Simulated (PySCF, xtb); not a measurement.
SrCl2, SMILES [Cl][Sr][Cl].

Harmonic wavenumbers (cm⁻¹) from GFN2-xTB run with xtb at its own minimum, in rising order: 47, 225, 235.

Problem. What does B3LYP-D3(BJ)/def2-TZVP run with PySCF give at its own minimum? (The exact figures need the calculation; the answer reports its results.)

Solution. 37, 270, 310. Paired by order, the mean absolute difference is 44 cm⁻¹ and the zero-point energies are 0.7 and 0.9 kcal/mol.
